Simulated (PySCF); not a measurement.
# Dipole moment and polarisability of `C=CP1C=CCC=C1`

Compound: C₇H₉P.
SMILES with atom numbers: `[CH2:1]=[CH:2][P:3]1[CH:4]=[CH:5][CH2:6][CH:7]=[CH:8]1` (hydrogens: H9, H10 on C1; H11 on C2; H12 on C4; H13 on C5; H14, H15 on C6; H16 on C7; H17 on C8)

Structure used (GFN2-xTB), in Å, numbered top down from 1:
```xyz
17
C7H9P angstrom
C      3.260   -0.592    0.406
C      2.089   -0.262   -0.112
P      0.502   -0.821    0.610
C     -0.426   -0.978   -0.943
C     -1.646   -0.482   -1.093
C     -2.353    0.305   -0.030
C     -1.407    1.171    0.749
C     -0.164    0.815    1.043
H      3.332   -1.215    1.283
H      4.194   -0.256   -0.019
H      2.022    0.361   -0.997
H      0.055   -1.548   -1.728
H     -2.185   -0.612   -2.023
H     -2.847   -0.390    0.659
H     -3.135    0.920   -0.481
H     -1.790    2.136    1.055
H      0.492    1.460    1.613
```

Level: CAM-B3LYP/def2-SVPD (PySCF), static field, nuclei fixed, core orbitals frozen in the response. The polarisability tensor in these axes (au):

```
x   144.57 -15.90  11.51
y   -15.90  86.58   3.86
z    11.51   3.86  86.91
```

Q: Give the principal values, the mean and the anisotropy Δα = √{½[(α1 − α2)² + (α2 − α3)² + (α1 − α3)²]}.

A: Principal values 77.22, 90.54 and 150.30 au; mean 106.02 au = 15.71 Å³ = 17.48 × 10⁻⁴⁰ C²·m²/J; Δα = 67.42 au (64 % of the mean).

Q: What is the dipole moment, and where does it point?

A: (-0.23, 0.86, -0.72) D, 1.15 D in size, pointing from the negative to the positive side. Measured along this direction, the outermost atoms are H9 at the negative end and H15 at the positive end.

Q: Directions of the eigenvectors, and the extent of the frame along each?

A: Largest value along (0.96, -0.23, 0.16), where the nuclei span 7.38 Å; middle along (0.03, 0.64, 0.77), 4.50 Å; least along (0.28, 0.73, -0.62), 2.94 Å. The response follows the extents in order.

Q: Find the Langevin capture rate constant for NH4+ (18.034 u) meeting this molecule (124.044 u), k = 2.342 × 10⁻⁹ cm³/s × √(α in Å³ / reduced mass in u).

A: The reduced mass is 15.75 u, so k = 2.34 × 10⁻⁹ cm³/s. The formula leaves out the permanent dipole, which adds to the capture rate.

Q: Sum over states: ᾱ = Σ f/ω², ω in Eh. What share falls to these 8 lowest TDDFT singlets (eV, f)? 5.12, 0.0096; 5.58, 0.0302; 5.80, 0.1740; 6.36, 0.0007; 6.64, 0.0279; 6.76, 0.0389; 6.83, 0.5110; 7.00, 0.0071.

A: They add up to 14.13 au, 13.3 % of the 106.02 au; the largest single term is 8.10 au, from the state at 6.83 eV. Terms in order: 0.27, 0.72, 3.83, 0.01, 0.47, 0.63, 8.10, 0.11 au. Higher excitations give the rest. The strengths listed sum to 0.799.

The structure is a single GFN2-xTB conformer in the gas phase; no vibrational or solvent corrections.

These values come from a run that also computed excited states. The run took about 2.2 min of CPU time (one thread, shared machine).
